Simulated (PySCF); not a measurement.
C4H8AlF (SMILES C=[CH][Al]([F])[CH2]C), singlet, at a GFN2-xTB geometry (such geometries of metal compounds can be far from the true shape), atoms displaced at random by about 0.03 Å a coordinate; DF-HF/STO-3G, gradient (PySCF).

Input for PySCF:
```python
from pyscf import gto, scf

mol = gto.Mole()
mol.atom = '''
    Al   -0.29780394    0.23989365    0.62878784
    F    -0.80812337    0.79394261    2.07748906
    C     1.61980084    0.64333947    0.18044414
    C     2.21939945    0.06666917   -1.15908565
    H     2.26912991    0.19021027    1.02694320
    H     1.80226576    1.73297384    0.24063258
    H     1.63429860    0.53912720   -1.96613467
    H     2.06122686   -1.02935901   -1.22806844
    H     3.26007278    0.35580745   -1.24871820
    C    -1.63952197   -0.73093663   -0.41645841
    C    -1.44478658   -1.24574207   -1.66620490
    H    -2.62757935   -0.86511733   -0.07068844
    H    -2.17557199   -1.75910107   -2.20884425
    H    -0.42333226   -1.25743780   -2.19176282
'''
mol.basis = 'sto-3g'
mol.verbose = 3
mol.build()

mf = scf.RHF(mol)
mf = mf.density_fit(auxbasis='def2-universal-jkfit')
mf.kernel()
g = mf.nuc_grad_method()
grad = g.kernel()
```

Problem. Predict the main parts of the log of this PySCF run.

Solution. 
```
converged SCF energy = -491.346761624231
--------------- DFRHF gradients ---------------
         x                y                z
0 Al    -0.0117305477     0.0003103695     0.0075448745
1 F    -0.0061235973     0.0065166492     0.0175170325
2 C    -0.0052095312     0.0345511815    -0.0410363780
3 C     0.0459685445    -0.0151382593    -0.0108288044
4 H     0.0315943190    -0.0226344817     0.0335068054
5 H     0.0025725710     0.0157910266     0.0053895333
6 H    -0.0158876123     0.0099334144    -0.0004017389
7 H    -0.0117233398    -0.0195182754    -0.0012189901
8 H    -0.0033159055     0.0077338442     0.0048526646
9 C    -0.0591604106     0.0102919841     0.0724998521
10 C    -0.0697331375    -0.0382275115    -0.0665407861
11 H     0.0265833604    -0.0004169239    -0.0156930005
12 H     0.0312696512     0.0169609104     0.0184700162
13 H     0.0448956359    -0.0061539282    -0.0240610804
----------------------------------------------
```
